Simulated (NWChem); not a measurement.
System: C$_{2}$H$_{8}$Si$_{2}$; SMILES C1C[SiH2][SiH2]1

Parts of the log:

```
             Northwest Computational Chemistry Package (NWChem) 7.3.0
             --------------------------------------------------------

                             Geometry "geometry" -> ""
                             -------------------------

 Output coordinates in angstroms (scale by  1.889725989 to convert to a.u.)

  No.       Tag          Charge          X              Y              Z
 ---- ---------------- ---------- -------------- -------------- --------------
    1 C                    6.0000     0.74666600    -0.23740400     1.25876900
    2 C                    6.0000    -0.74666600     0.23740400     1.25876900
    3 Si                  14.0000    -1.16845300    -0.08583500    -0.59490500
    4 Si                  14.0000     1.16845300     0.08583500    -0.59490500
    5 H                    1.0000     0.79662000    -1.31789500     1.44408100
    6 H                    1.0000     1.36900300     0.25091400     2.01694500
    7 H                    1.0000    -0.79662000     1.31789500     1.44408100
    8 H                    1.0000    -1.36900300    -0.25091400     2.01694500
    9 H                    1.0000    -2.08918000     0.87195900    -1.27232400
   10 H                    1.0000    -1.68433900    -1.46603200    -0.82965100
   11 H                    1.0000     1.68433900     1.46603200    -0.82965100
   12 H                    1.0000     2.08918000    -0.87195900    -1.27232400

 Effective nuclear repulsion energy (a.u.)     214.7395683773

                              NWChem Property Module
                              ----------------------

  itol2e modified to match energy
  convergence criterion.

                                 NWChem DFT Module
                                 -----------------

 Summary of "ao basis" -> "ao basis" (spherical)
 ------------------------------------------------------------------------------
       Tag                 Description            Shells   Functions and Types
 ---------------- ------------------------------  ------  ---------------------
 C                           6-31g*                  6       14   3s2p1d
 Si                          6-31g*                  8       18   4s3p1d
 H                           6-31g*                  2        2   2s

  itol2e modified to match energy
  convergence criterion.

            General Information
            -------------------
          SCF calculation type: DFT
          Wavefunction type:  closed shell.
          No. of atoms     :    12
          No. of electrons :    48
           Alpha electrons :    24
            Beta electrons :    24
          Charge           :     0
          Spin multiplicity:     1
          Use of symmetry is: off; symmetry adaption is: off
          Maximum number of iterations: 150
          AO basis - number of functions:    80
                     number of shells:    44
          Convergence on energy requested:  1.00D-07
          Convergence on density requested:  1.00D-05
          Convergence on gradient requested:  5.00D-04

              XC Information
              --------------
                         B3LYP Method XC Potential
                     Hartree-Fock (Exact) Exchange  0.200
                        Slater Exchange Functional  0.800 local
                    Becke 1988 Exchange Functional  0.720 non-local
              Lee-Yang-Parr Correlation Functional  0.810
                  VWN I RPA Correlation Functional  0.190 local

             Grid Information
             ----------------
          Grid used for XC integration:  fine
          Radial quadrature: Mura-Knowles
          Angular quadrature: Lebedev.
          Tag              B.-S. Rad. Rad. Pts. Rad. Cut. Ang. Pts.
          ---              ---------- --------- --------- ---------
          C                   0.70       70          10.0       590
          Si                  1.10      123          10.0       770
          H                   0.35       60          12.0       590
          Grid pruning is: on
          Number of quadrature shells:   866
          Spatial weights used:  Erf1

      Superposition of Atomic Density Guess
      -------------------------------------

 Sum of atomic energies:        -656.94098365

      Non-variational initial energy
      ------------------------------

[...]

          -----------------------------------------
          Chemical Shielding Tensors (GIAO, in ppm)
          -----------------------------------------

                                NWChem CPHF Module
                                ------------------

  scftype          =     RHF
  nclosed          =       24
  nopen            =        0
  variables        =     1344
  # of vectors     =        3
  tolerance        = 0.10D-03
  level shift      = 0.00D+00
  max iterations   =       50
  max subspace     =       30

 SCF residual:    2.0635632092558784E-005

Iterative solution of linear equations
  No. of variables     1344
  No. of equations        3
  Maximum subspace       30
        Iterations       50
       Convergence  1.0D-04

   iter   nsub   residual    time
   ----  ------  --------  ---------
     1      3    5.89D-01      45.4
     2      6    1.09D-02      49.1
     3      9    7.21D-04      52.4
     4     12    2.57D-05      55.6

      Atom:    1  C
        Diamagnetic
    251.2678     -2.1698     -2.8614
     -2.1698    240.9953     -1.7843
     -2.8614     -1.7843    250.0834

        Paramagnetic
    -58.1707     -5.3382      5.4537
     -5.3382    -81.6301      6.8939
      5.4537      6.8939    -72.1233

        Total Shielding Tensor
    193.0971     -7.5080      2.5922
     -7.5080    159.3651      5.1096
      2.5922      5.1096    177.9602

           isotropic =     176.8075
          anisotropy =      27.0309

          Principal Components and Axis System
                 1           2           3
              194.8281    179.2470    156.3473

      1         0.9768     -0.0383      0.2107
      2        -0.1936      0.2623      0.9454
      3         0.0915      0.9642     -0.2488

      Atom:    2  Si
        Diamagnetic
    884.6415      0.1309      0.8625
      0.1309    879.1429      0.1519
      0.8625      0.1519    882.5758

        Paramagnetic
   -458.0994    -13.7908    -20.7249
    -13.7908   -484.5502      6.7941
    -20.7249      6.7941   -397.4117

        Total Shielding Tensor
    426.5422    -13.6599    -19.8624
    -13.6599    394.5927      6.9460
    -19.8624      6.9460    485.1641

           isotropic =     435.4330
          anisotropy =      85.5092

          Principal Components and Axis System
                 1           2           3
              492.4391    424.3126    389.5472

      1        -0.3077      0.8854      0.3484
      2         0.1100     -0.3306      0.9373
      3         0.9451      0.3267      0.0043

      Atom:    3  H
        Diamagnetic
     25.1970     -2.6447      0.6579
     -2.6447     37.8268     -4.9610
      0.6579     -4.9610     26.6720

        Paramagnetic
      4.4269      0.4096     -0.1299
      0.4096     -4.3307      2.4411
     -0.1299      2.4411      2.3489

        Total Shielding Tensor
     29.6240     -2.2351      0.5280
     -2.2351     33.4961     -2.5200
      0.5280     -2.5200     29.0208

           isotropic =      30.7136
          anisotropy =       7.1765

          Principal Components and Axis System
                 1           2           3
               35.4980     28.9171     27.7259

      1        -0.3597      0.8657      0.3481
      2         0.8593      0.1619      0.4852
      3        -0.3636     -0.4737      0.8021

      Atom:    4  H
        Diamagnetic
     30.4215      3.2619      6.8123
      3.2619     24.8436      4.0611
      6.8123      4.0611     33.7518

        Paramagnetic
      2.0192     -2.2122     -1.9114
     -2.2122      1.8611     -1.9225
     -1.9114     -1.9225     -0.7155

        Total Shielding Tensor
     32.4407      1.0497      4.9009
      1.0497     26.7047      2.1386
      4.9009      2.1386     33.0363

           isotropic =      30.7272
          anisotropy =      11.0668

          Principal Components and Axis System
                 1           2           3
               38.1051     28.0844     25.9922

      1         0.6621      0.7376      0.1325
      2         0.1966     -0.3417      0.9190
      3         0.7231     -0.5824     -0.3712

      Atom:    5  H
        Diamagnetic
     31.1089     -5.7156      4.9307
     -5.7156     28.8492     -4.2342
      4.9307     -4.2342     27.8626

        Paramagnetic
     -2.3917      3.1086     -1.6940
      3.1086     -2.7104      2.4053
     -1.6940      2.4053      0.0013

        Total Shielding Tensor
     28.7172     -2.6070      3.2367
     -2.6070     26.1388     -1.8289
      3.2367     -1.8289     27.8639

           isotropic =      27.5733
          anisotropy =       8.1638

          Principal Components and Axis System
                 1           2           3
               33.0158     25.2080     24.4961

      1         0.6945     -0.3962      0.6005
      2        -0.4189      0.4560      0.7853
      3         0.5850      0.7969     -0.1507

      Atom:    6  H
        Diamagnetic
     27.6845      5.5366      1.9268
      5.5366     35.3135      2.9202
      1.9268      2.9202     25.2127

        Paramagnetic
     -0.7573     -2.9796     -0.5446
     -2.9796     -5.9122     -1.4343
     -0.5446     -1.4343      1.1509

        Total Shielding Tensor
     26.9272      2.5570      1.3822
      2.5570     29.4013      1.4860
      1.3822      1.4860     26.3636

           isotropic =      27.5640
          anisotropy =       6.2730

          Principal Components and Axis System
                 1           2           3
               31.7460     25.8617     25.0843

      1         0.5154      0.3072      0.8000
      2         0.7829     -0.5484     -0.2938
      3         0.3485      0.7777     -0.5231
```

Level: B3LYP/6-31G* (spherical d), GIAO. Coordinates come from a B3LYP/6-31G* (spherical d) optimisation. The output numbers the shielded atoms by their place in the input's list. The printed shielding anisotropy is the first printed principal value minus the mean of the other two.

### Question
Write an input that gives this output.

### Answer
One answer among several that fit: the input that was run:
```
start job
memory heap 200 mb stack 900 mb global 1100 mb
geometry units angstroms noautosym nocenter noautoz
  C      0.746666    -0.237404     1.258769
  C     -0.746666     0.237404     1.258769
  Si    -1.168453    -0.085835    -0.594905
  Si     1.168453     0.085835    -0.594905
  H      0.796620    -1.317895     1.444081
  H      1.369003     0.250914     2.016945
  H     -0.796620     1.317895     1.444081
  H     -1.369003    -0.250914     2.016945
  H     -2.089180     0.871959    -1.272324
  H     -1.684339    -1.466032    -0.829651
  H      1.684339     1.466032    -0.829651
  H      2.089180    -0.871959    -1.272324
end
basis spherical
  * library 6-31g*
end
dft
  xc b3lyp
  iterations 150
end
property
  shielding 6 1 3 5 6 9 10
end
task dft property
```
